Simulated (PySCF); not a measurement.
Exercise with solution: oscillator strength and radiative lifetime

ClH6NSi3, SMILES [SiH]1([SiH2]N[SiH2]1)Cl.

The structure is a stationary point at PBE0-D3(BJ)/def2-SVP. The structure was generated by enumeration, and PubChem lists no compound with its InChIKey, so it may never have been made.

TDDFT-PBE/def2-SVPD in PySCF puts the first singlet state with f over 0.02 at 4.96 eV (vertical), with the transition dipole (0.000, 0.000, -0.767) in atomic units.

Problem. Find the oscillator strength, the wavelength and the radiative lifetime that this transition would have in vacuum if emission retraced absorption.

Solution. 
|μ|² = 0.5883 au, so |μ| = 1.95 D. ΔE = 4.96/27.211 = 0.1823 hartree. f = (2/3) ΔE |μ|² = 0.071 (the program prints 0.072).
λ = 1239.84/4.96 = 250 nm; ν = 40005 cm⁻¹.
Einstein's coefficient A = 0.6670 ν² f s⁻¹ (ν in cm⁻¹) = 7.6e7 s⁻¹, so τ = 1/A = 13 ns. This state is S4; the lower singlets have f = 0.003, 0.001, 0.002. The figure is the radiative limit of this one transition; relaxation, internal conversion, crossing to triplets and a medium change what is measured.
